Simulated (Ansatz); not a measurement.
Geometry optimisation, Ansatz 0.2.0, RKS B3LYP/def2-SVP.

The input (input.yaml):

```yaml
crystal:
  periodic: [false, false, false]
  atoms:
    - { symbol: B, position_ang: [-0.8598, -0.9529, 0.7441] }
    - { symbol: "N", position_ang: [-0.342, 0.7498, 1.0224] }
    - { symbol: H, position_ang: [-1.9103, -0.9251, 0.2345] }
    - { symbol: H, position_ang: [-0.6674, -1.5827, 1.7151] }
    - { symbol: H, position_ang: [0.5259, -0.4287, -1.1041] }
    - { symbol: O, position_ang: [0.2585, -1.5094, -0.4747] }
    - { symbol: H, position_ang: [0.2154, 1.0716, -0.1549] }
    - { symbol: "N", position_ang: [0.7307, 0.8656, -1.3743] }
    - { symbol: H, position_ang: [0.3097, 0.8009, 1.7914] }
    - { symbol: H, position_ang: [-1.1586, 1.3051, 1.2255] }
    - { symbol: H, position_ang: [1.0495, -1.7143, 0.0217] }
    - { symbol: H, position_ang: [0.1547, 1.1954, -2.1312] }
    - { symbol: H, position_ang: [1.6939, 1.1248, -1.5154] }
basis:
  gaussian: { orbitals: def2-SVP }
hamiltonian:
  xc: b3lyp
relax:
  f_tol: 0.15
  max_steps: 25
  restrain:
    - { distance: [0, 5], at: 1.5, k: 30.0 }
    - { distance: [4, 7], at: 1.02, k: 30.0 }
    - { distance: [6, 1], at: 1.02, k: 30.0 }
    - { distance: [0, 1], at: 2.85, k: 30.0 }
    - { distance: [4, 5], at: 2.27, k: 30.0 }
    - { distance: [6, 7], at: 2.32, k: 30.0 }
output:
  orbitals: {}
```

Run as:

```bash
$ ansatz run input.yaml --threads 2 --pin off --max-ram 3072MiB --backend cpu --events-out ev --progress --plain --runs-dir out
```

Q: Where does it end, and by what steps?

A: The run converged. The restraints hold the end off the free minimum. After 7 steps the energy has fallen by 0.602 eV (the restraints' own energy left out); N8 moved furthest, 0.67 Å. Parted: B1–N2. Joined: N2–H7, H5–N8.

```csv
step,energy less start (eV),largest force component (eV/Å),accepted
0,0.0000,2.676,yes
1,-0.1481,3.380,yes
2,-0.0121,3.867,yes
3,-0.1004,1.669,yes
4,-0.3559,1.434,yes
5,-0.4311,2.857,yes
6,-0.5757,1.945,yes
7,-0.6019,1.691,yes
```

```xyz
13
Properties=species:S:1:pos:R:3
B -0.896 -1.393 0.720
N -0.183 1.345 1.085
H -1.943 -1.034 0.248
H -0.697 -1.545 1.903
H 0.742 -0.057 -1.563
O 0.110 -1.771 -0.217
H 0.121 1.098 0.142
N 0.975 0.833 -2.003
H 0.322 0.789 1.771
H -1.180 1.158 1.170
H 0.889 -2.148 0.208
H 0.120 1.385 -2.068
H 1.619 1.338 -1.396
```

Run time: 22 s on 2 threads of Arm Neoverse V1, on a shared host, peak memory 0.2 GiB.
